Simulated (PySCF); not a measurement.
Some computed properties have been withheld. Give your best values.

Species: C₆H₇NO.
SMILES with atom numbers: `[CH:1]#[C:2][C:3]1([C:4]([NH2:5])=[O:6])[CH2:7][CH2:8]1` (hydrogens: H9 on C1; H10, H11 on N5; H12, H13 on C7; H14, H15 on C8)

Conformer (atom-mapped SMILES and torsion angles): `[CH:1]#[C:2][C:3]1([C:4]([NH2:5])=[O:6])[CH2:7][CH2:8]1`: C2–C3–C4–N5 0°, H–N5–C4–C3 179°, H–N5–C4–C3 1°.

```tsv
property	level	value
point group	PBE0-D3(BJ)/def2-SVP	?
rotational constants A, B, C	PBE0-D3(BJ)/def2-SVP	?
dipole moment	wB97X-D/def2-SVPD	3.05 D
HOMO energy	wB97X-D/def2-SVPD	-9.36 eV
LUMO energy	wB97X-D/def2-SVPD	2.12 eV
lowest singlet excitation	TDDFT wB97X-D/def2-SVPD	5.92 eV (209 nm, f = 0.000)
strongest line among the 6 lowest singlet transitions	TDDFT wB97X-D/def2-SVPD	S6 at 7.44 eV (167 nm, f = 0.050)
static isotropic polarisability	wB97X-D/def2-SVPD	?
electronic spatial extent ⟨r²⟩ about the centre of nuclear charge	wB97X-D/def2-SVPD	?
```

Gas-phase values; electronic properties from PySCF, density fitting. Geometry: PBE0-D3(BJ)/def2-SVP, one conformer, isolated molecule.

The static isotropic polarisability?

78.8 au.

The rotational constants A, B, C?

2.859, 2.106, 1.338 GHz.

The electronic spatial extent ⟨r²⟩ about the centre of nuclear charge?

904 bohr².

The point group?

Cs.

 The 6 singlets span 5.92 to 7.44 eV, and their oscillator strengths add up to 0.10. The rotational constants make it an asymmetric top with κ = (2B − A − C)/(A − C) = 0.01, midway between the prolate (−1) and oblate (+1) limits. The principal polarisabilities are 59.0, 78.3 and 99.0 au; their mean is the isotropic value.
